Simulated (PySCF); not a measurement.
# Ionisation energy of Cu by level of theory

Cu [Ar] 3d10 4s1 (2S) → Cu⁺ [Ar] 3d10 (1S), as a difference of total energies. All numbers are calculated (PySCF 2.14, scalar relativity by spin-free X2C-1e, in cc-pVDZ-DK (6s5p3d1f, 43 functions)). Correlated levels: valence: [Ar] frozen. The calculations carry no spin-orbit coupling.

```csv
method,ionisation energy (eV)
UHF,6.584
TPSS,8.163
B3LYP,8.258
MP2 (valence),7.432
SCS-MP2 (valence),7.294
CCSD (valence),7.307
CCSD(T) (valence),7.418
```

**Question.** How much does correlation contribute at CCSD(T) (valence)?

**Answer.** 7.418 − (6.584) = 0.834 eV, measured against UHF.

Errors of the correlated levels include the incompleteness of this basis and the frozen core.

For comparison: 7.726 eV (measured; NIST Atomic Spectra Database, ionization energies).
